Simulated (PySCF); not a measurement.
Simulation results for BH₅NOSi

All values are calculated (PySCF 2.14.0). Calculation on a computer-drawn molecule: the log of a Hartree-Fock and frozen-core CCSD(T) single point meant for a local Hartree-Fock minimum, with one planted fault or none, to be diagnosed. Offsets are logged minus clean, where the clean run is the same molecule without the fault. The reference is restricted for singlets and unrestricted otherwise, and also for a bond in bohr or an excited solution. Adding or removing an electron swaps singlet and doublet. The excited solution moves the top pair (singlet) or top alpha electron (doublet) to the lowest empty orbital. Highest occupied and lowest empty are orbital energies over both spins, largest force is the largest gradient component, triples share is (T) over the correlation energy, the T1 limit is 0.02 restricted and 0.045 unrestricted, electrons count all cores, a negative frequency is imaginary (commonest isotopes), and the dipole is about the centre of nuclear charge.

```xyz
9
formula=BH5NOSi meant_charge=1 meant_multiplicity=1 meant_basis=cc-pV(D+d)Z logged_electrons=38 logged_basis_functions=90 logged_SCF_converged=yes logged_spin_squared=1.0201 logged_highest_occupied=-15.946 logged_lowest_empty=-5.1261 logged_largest_force=0.021437 logged_T1_diagnostic=0.025666 logged_D1_diagnostic=0.12465 logged_triples_share=0.029436 logged_CC_converged=yes logged_dipole_magnitude=5.7909 logged_SCF_stable_within_its_kind=yes logged_energy_HF=-445.50658 logged_energy_CCSD(T)=-446.04832 possible_faults=no_fault,one_electron_removed,one_electron_added,multiplicity_raised_by_two,geometry_at_a_saddle_point,SCF_held_on_an_excited_solution,minimal_basis_STO-3G,one_bond_length_entered_in_bohr,all_coordinates_scaled
O      1.1194     3.4720    -1.6334
B      0.8054     2.4254    -0.9974
N      0.1003     0.3187     0.1400
Si    -1.5923    -0.1290     0.7225
H      1.4396     4.2813    -1.2416
H      0.8246    -0.3745     0.2782
H     -1.4617    -0.3560     2.1637
H     -2.3744     1.0649     0.3785
H     -1.9667    -1.3259    -0.0337
```

Units: logged_highest_occupied, logged_lowest_empty in eV; logged_largest_force in hartree/bohr; logged_dipole_magnitude in debye; logged_energy_HF, logged_energy_CCSD(T) in hartree.

Drawn bonds:
```
atom  other atom  order
   1           2      1
   2           3      1
   3           4      1
   1           5      1
   3           6      1
   4           7      1
   4           8      1
   4           9      1
```

**Q.** Which fault was planted in the run of BH₅NOSi?
**A.** one bond length entered in bohr, row 2 of the drawn bonds

Further results for BH₅NOSi:

* HF energy offset from clean run: 124.5 kcal/mol
* CCSD(T) energy offset from clean run: 138.7 kcal/mol
